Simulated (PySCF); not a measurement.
Bonds (- single, = double, # triple, : aromatic): C1#C2 1.204 Å, C2-C3 1.395 Å, C3=C4 1.351 Å, C4-C5 1.447 Å, C5=C6 1.342 Å, C6-Si7 1.883 Å, Si7-C3 1.904 Å. C1 carries H8; C4 carries H9; C5 carries H10; C6 carries H11; Si7 carries H12, H13.

Computed data (PySCF 2.14.0 with density-fitted response routines): structure optimised with GFN2-xTB, shielding tensors at PBE0/pcSseg-1 (GIAO). Rapidly exchanging positions averaged, one conformer, no solvent model, relativity neglected.

Predict the 2D correlation tables (HSQC, COSY, HMBC).

Answers



HSQC (one-bond C–H):
```tsv
δH	δC
7.48 (H9)	162.7 (C4)
7.36 (H10)	157.3 (C5)
6.10 (H11)	134.3 (C6)
3.47 (H8)	98.1 (C1)
```

COSY cross peaks (H two or three bonds apart, from the bond graph; peaks can be absent where the dihedral angle is near 90°):
```tsv
δH	δH
7.48 (H9)	7.36 (H10)
7.36 (H10)	6.10 (H11)
6.10 (H11)	4.65 (H12/H13)
```

HMBC (two and three bonds, from the bond graph):
```tsv
δH	δC
7.48 (H9)	157.3 (C5), 134.3 (C6), 131.3 (C3), 88.0 (C2)
7.36 (H10)	162.7 (C4), 134.3 (C6), 131.3 (C3)
6.10 (H11)	162.7 (C4), 157.3 (C5), 131.3 (C3)
4.65 (H12/H13)	162.7 (C4), 157.3 (C5), 134.3 (C6), 131.3 (C3), 88.0 (C2)
3.47 (H8)	131.3 (C3), 88.0 (C2)
```

References, each an isolated molecule treated in the same way: ¹H (σref 31.72) and ¹³C (σref 186.93) vs TMS.

Shifts are as computed. Against solution values, carbons near 30 ppm lie about +3 ppm off and those near 130 ppm about +5 ppm. Of 1211 compounds with measured shifts, 218 miss one by over three times the rms of a fit or turn the order of signals round; such compounds aren't used in these exercises.
